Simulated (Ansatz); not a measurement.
CH7ClOSi2, SMILES `O[SiH]([SiH3])CCl`. The species carries charge 0 and has multiplicity 1. The structure was optimised at the PBE0-D4/def2-TZVP level. It is one conformer, not always the lowest.

```xyz
12

O     0.708   -0.609    1.729
Si    0.538   -0.332    0.115
Si   -1.533   -1.221   -0.524
C     0.606    1.524   -0.221
Cl    2.119    2.160    0.501
H     1.460   -0.183    2.149
H     1.651   -0.936   -0.671
H    -2.639   -0.554    0.215
H    -1.585   -2.684   -0.265
H    -1.733   -0.988   -1.982
H     0.628    1.756   -1.286
H    -0.220    2.066    0.240
```

Problem. What is the dipole moment at PBE/def2-TZVPP? (Best estimate.)

Solution. The calculation gave: 0.80 D, with components (-0.39, 0.42, -0.56) D in this frame, pointing from negative to positive charge.

Problem. And with r2SCAN, B3LYP, ωB97M-V? (Best estimate.)

Solution. The calculation gave: r2SCAN 0.85 D, B3LYP 0.86 D, ωB97M-V 0.84 D.

Problem. Give the Mulliken charges with PBE, B3LYP, r2SCAN in def2-TZVPP. (An estimate is asked.)

Solution. Computed: 
```json
{"atom": "O1", "PBE": "-0.35", "B3LYP": "-0.40", "r2SCAN": "-0.42"}
{"atom": "Si2", "PBE": "0.39", "B3LYP": "0.47", "r2SCAN": "0.47"}
{"atom": "Si3", "PBE": "0.07", "B3LYP": "0.12", "r2SCAN": "0.14"}
{"atom": "C4", "PBE": "-0.20", "B3LYP": "-0.22", "r2SCAN": "-0.14"}
{"atom": "Cl5", "PBE": "-0.16", "B3LYP": "-0.17", "r2SCAN": "-0.18"}
{"atom": "H6", "PBE": "0.19", "B3LYP": "0.18", "r2SCAN": "0.20"}
{"atom": "H7", "PBE": "-0.09", "B3LYP": "-0.10", "r2SCAN": "-0.10"}
{"atom": "H8", "PBE": "-0.04", "B3LYP": "-0.06", "r2SCAN": "-0.06"}
{"atom": "H9", "PBE": "-0.03", "B3LYP": "-0.05", "r2SCAN": "-0.05"}
{"atom": "H10", "PBE": "-0.04", "B3LYP": "-0.06", "r2SCAN": "-0.06"}
{"atom": "H11", "PBE": "0.13", "B3LYP": "0.13", "r2SCAN": "0.10"}
{"atom": "H12", "PBE": "0.14", "B3LYP": "0.14", "r2SCAN": "0.10"}
```

B3LYP here is the variant with VWN-RPA as its local correlation; programs differ in this.
